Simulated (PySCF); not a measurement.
Electron correlation in Ne²⁺ (neon, charge +2)

[He] 2s2 2p4, high-spin 3P determinant. All numbers are calculated (PySCF 2.14, the spin-free X2C one-electron Hamiltonian (Gaussian nucleus), in cc-pVDZ-DK (3s2p1d, 14 functions)). Frozen: 1s2; 6 electrons correlated.

MP2 pair energies summed by pair of shells (mhartree):

| pair | energy | share (%) |
| --- | --- | --- |
| 2p-2p | -43.85 | 46.7 |
| 2s-2p | -42.95 | 45.8 |
| 2s-2s | -7.07 | 7.5 |

Total MP2 correlation energy: -93.86 mhartree.

Same-spin part -22.34 and opposite-spin part -71.53 mhartree; SCS-MP2 scales them by 1/3 and 6/5 to -93.28 mhartree.

```csv
level,correlation energy (mhartree)
CCSD,-106.25
(T),-0.64
CCSD(T),-106.89
```

Diagnostics: T1 = 0.0029, D1 = 0.0048, largest double amplitude 0.031.

Task: Is a single reference adequate?

Result: Yes: T1 lies below 0.03 and no double amplitude reaches 0.07.
